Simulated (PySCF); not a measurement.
From one molecule to another.

First species: C₄H₆ClFO₂.
SMILES: `F[C@H]1OC[C@H](Cl)CO1`

Second species: C7H7ClO.
InChI=1S/C7H7ClO/c1-9-7-4-2-3-6(7)5-8/h2-5H,1H3/b6-5+

Levels: PBE0/def2-SVPD for HOMO energy, LUMO energy, HOMO–LUMO gap and static isotropic polarisability; TDDFT PBE0/def2-SVPD for lowest singlet excitation; TDA PBE0/def2-SVPD for lowest triplet excitation (Tamm–Dancoff). Geometries: GFN2-xTB. Each structure is a single optimised conformer of the isolated species, non-relativistic unless stated; the electronic structure was computed with PySCF and density fitting.

Dipoles, sizes and rotational constants follow the conformer. The torsions of the flexible species, by atom-mapped SMILES:
- `[CH3:1][O:2][C:3]1=[CH:4][CH:5]=[CH:6]/[C:7]1=[CH:8]\[Cl:9]`: C1–O2–C3–C4 0°

The conformers of `F[C@H]1OC[C@H](Cl)CO1` aren't listed.

Problem. Which has the higher static isotropic polarisability?

Solution. The second: 105.0 au against 67.4 au, a difference of 37.6 au.

Problem. Which of the two has the higher LUMO energy, and by how much?

Solution. The first: 0.29 eV against -2.01 eV, a difference of 2.30 eV.

Problem. Which has the higher HOMO energy?

Solution. The second: -5.90 eV against -8.37 eV, a difference of 2.47 eV.

Problem. Which has the higher T1 energy?

Solution. The first: 6.55 eV against 1.88 eV, a difference of 4.67 eV.

Problem. Which of the two has the higher S1 energy, and by how much?

Solution. The first: 7.20 eV against 2.81 eV, a difference of 4.39 eV.

Problem. Which of the two has the higher HOMO–LUMO gap, and by how much?

Solution. The first: 8.66 eV against 3.89 eV, a difference of 4.77 eV.

On the first: The vertical singlet–triplet gap S1 − T1 is 0.65 eV (TDDFT singlet less Tamm–Dancoff triplet; S1: HOMO→LUMO, weight 0.70; T1: HOMO→LUMO, weight 0.52). The principal polarisabilities are 63.3, 63.4 and 75.4 au; their mean is the isotropic value.

On the second: S1 lies 1.08 eV below the HOMO–LUMO gap; its leading configuration is HOMO→LUMO, weight 0.99. The principal polarisabilities are 62.9, 105.5 and 146.6 au; their mean is the isotropic value.
